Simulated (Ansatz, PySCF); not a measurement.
The pair A = HF (SMILES F) (first 2 atoms), B = C3H8 (SMILES CCC); geometry from B3LYP-D3(BJ)/def2-TZVP.
(charge 0, multiplicity 1):
```xyz
13

F     -0.362     0.091     0.369
H     -0.498     0.356     1.248
C      0.796    -1.092     3.546
C      0.057    -0.045     4.374
C     -0.756     0.922     3.518
H      1.369    -1.770     4.180
H      0.100    -1.696     2.958
H      1.494    -0.623     2.847
H      0.774     0.522     4.974
H     -0.610    -0.543     5.084
H     -1.281     1.665     4.120
H     -0.106     1.477     2.832
H     -1.520     0.388     2.943
```

Cores are frozen in the correlated methods. MP2 and its Hartree–Fock in aug-cc-pVTZ are density fitted. Rows in 6-31G* carry no dispersion term and start afresh at each structure (6-31G* with six Cartesian d functions).

The values were computed with Ansatz (a program for electronic structure); PySCF for 6-31G* rows. Values without a source in brackets are computed.

Total energies (hartree), monomers frozen at their geometry in the pair:

| structure | HF/6-31G* | HF/aug-cc-pVTZ | MP2/aug-cc-pVDZ |
|---|---|---|---|
| AB | -218.2665723 | -218.3687741 | -218.9977880 |
| A in the pair's basis | -100.0041894 | -100.0605982 | -100.2568679 |
| B in the pair's basis | -118.2633525 | -118.3081444 | -118.7387249 |
| A | -100.0025515 | -100.0604437 | -100.2557900 |
| B | -118.2632304 | -118.3081266 | -118.7379452 |

Question: Work out the interaction energy without and with the counterpoise correction, and the superposition error, for each level.

Answer: 
E(AB) − E(A) − E(B), times 627.509 kcal/mol, with the monomers in their own basis and then in the pair's basis:
- HF/6-31G*: -0.50 uncorrected, 0.61 corrected; the monomers gain 1.10 kcal/mol from borrowed functions
- HF/aug-cc-pVTZ: -0.13 uncorrected, -0.02 corrected; the monomers gain 0.11 kcal/mol from borrowed functions
- MP2/aug-cc-pVDZ: -2.54 uncorrected, -1.38 corrected; the monomers gain 1.17 kcal/mol from borrowed functions
